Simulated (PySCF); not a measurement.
A species of formula C7H13PS has this rotational fingerprint, computed with PBE0/pcSseg-1 in PySCF (dipole) on a GFN2-xTB geometry, gas phase:

- Rotational constants: A = 1495, B = 907.8, C = 707.6 MHz
- Dipole components: |μa| = 0.44 D, |μb| = 4.66 D, |μc| = 0.27 D
- Inertial defect: -180.51 u·Å²
- κ: -0.49

Question: Which candidate fits, each taken in the one conformer that was computed?
A. `[CH2:1]=[CH:2][C@@H:3]1[CH2:4][CH2:5][C@H:6]([CH3:7])[P@H:8]1=[S:9]` with C1–C2–C3–C4 169°, C2–C3–C4–C5 -85°, C3–C4–C5–C6 -53°, C4–C5–C6–C7 165°, C5–C6–P8–S9 -145°
B. `[CH2:1]=[CH:2][CH2:3][P@:4]([CH3:5])(=[S:6])[C:7](=[CH2:8])[CH3:9]` with C1–C2–C3–P4 -115°, C2–C3–P4–C5 66°, C3–P4–C7–C8 112°
C. `[CH2:1]=[CH:2][P:3]1(=[S:4])[CH2:5][CH2:6][CH2:7][CH2:8][CH2:9]1` with C1–C2–P3–S4 0°, C2–P3–C5–C6 165°, P3–C5–C6–C7 -63°, C5–C6–C7–C8 65°, C6–C7–C8–C9 -65°
D. `[CH2:1]=[CH:2][C@@H:3]1[C@@H:4]([CH3:5])[CH2:6][P@@:7]1([CH3:8])=[S:9]` with C1–C2–C3–C4 -150°, C2–C3–C4–C5 97°, C3–C4–C6–P7 18°, C4–C6–P7–C8 89°, C2–C3–P7–C6 137°
E. `[CH2:1]=[CH:2][C@@H:3]1[C@H:4]([CH2:5][CH3:6])[CH2:7][P@@H:8]1=[S:9]` with C1–C2–C3–C4 -127°, C3–C4–C5–C6 177°, C2–C3–C4–C5 33°, C3–C4–C7–P8 -21°, C4–C7–P8–S9 142°, C2–C3–P8–C7 99°

Answer: B. It is C=CC[P@](C)(=S)C(=C)C, an asymmetric top, point group C1. The candidates at the same level (rigid rotor, commonest isotopes):

| SMILES | A (MHz) | B (MHz) | C (MHz) | μa (D) | μb (D) | μc (D) | Δ (u·Å²) | point group | rotor |
| --- | --- | --- | --- | --- | --- | --- | --- | --- | --- |
| C=C[C@@H]1CC[C@H](C)[P@H]1=S | 1255 | 1134 | 755.5 | 2.47 | 4.01 | 0.68 | -179.29 | C1 | asymmetric top |
| C=CP1(=S)CCCCC1 | 1847 | 897.8 | 829.8 | 1.39 | 4.07 | 0.00 | -227.51 | Cs | asymmetric top |
| C=CC[P@](C)(=S)C(=C)C | 1495 | 907.8 | 707.6 | 0.44 | 4.66 | 0.27 | -180.51 | C1 | asymmetric top |
| C=C[C@@H]1[C@H](CC)C[P@@H]1=S | 1697 | 783.4 | 592.2 | 4.47 | 0.21 | 1.44 | -89.44 | C1 | asymmetric top |
| C=C[C@@H]1[C@@H](C)C[P@@]1(C)=S | 1370 | 939.6 | 744.3 | 3.78 | 0.78 | 2.65 | -227.83 | C1 | asymmetric top |

`C=C[C@@H]1[C@@H](C)C[P@@]1(C)=S` has A 8 % too low; `C=C[C@@H]1CC[C@H](C)[P@H]1=S` has B 25 % too high; `C=C[C@@H]1[C@H](CC)C[P@@H]1=S` has C 16 % too low; `C=CP1(=S)CCCCC1` has A 24 % too high. No structure here is proved a minimum.
